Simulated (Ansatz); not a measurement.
The first iterations of a band of GeH4 + H2O (8 atoms, charge 0, multiplicity 1).

Theory: Ansatz, RKS PBE0-D4/def2-SVP.

```
movable images  : 9
climbing image  : yes
spring          : 5.0 eV/Å²
optimiser       : quadratic models (default)
start path      : through a guess of the saddle point
force threshold : 0.03 eV/Å
iteration limit : 60
end points      : relaxed
```

Image 0:

```xyz
8
Properties=species:S:1:pos:R:3
Ge 0.381 0.033 -0.141
H 0.366 -0.109 1.391
H 1.852 -0.017 -0.605
H -0.240 1.367 -0.566
H -0.365 -1.149 -0.779
O -2.606 0.039 0.951
H -2.632 -0.913 0.804
H -2.223 0.118 1.831
```

Image 10:

```xyz
8
Properties=species:S:1:pos:R:3
Ge -0.189 -0.074 -0.815
H -1.256 0.532 3.441
H 1.137 -0.648 -0.272
H -0.100 1.442 -1.020
H -0.567 -0.793 -2.127
O -1.496 -0.282 0.387
H -1.665 -1.206 0.600
H -1.331 0.399 2.693
```

| iteration | highest image above the first end (eV) | largest band force component (eV/Å) |
| --- | --- | --- |
| 1 | 3.973 | 5.729 |
| 2 | 2.799 | 2.619 |
| 3 | 2.199 | 5.231 |
| 4 | 1.964 | 0.815 |
| 5 | 2.209 | 1.223 |
| 6 | 2.074 | 0.691 |
| 7 | 2.039 | 1.560 |
| 8 | 1.917 | 0.845 |
| 9 | 2.044 | 0.550 |

Problem. Does the band converge within its limit, and where does its top end?

Solution. It converged. It ended after 29 iterations with the highest image 1.943 eV above the first end. A vibrational analysis at the climbing image gives one clearly imaginary mode, 1345i cm⁻¹: a first-order saddle point. The orbitals stay closed-shell, which can raise the energy where a bond breaks towards radicals; this wasn't checked here.

Time of the run: 5.3 min on 1 thread of Intel(R) Xeon(R) 6975P-C (Granite Rapids), with other jobs on the host, peak memory 0.18 GiB.
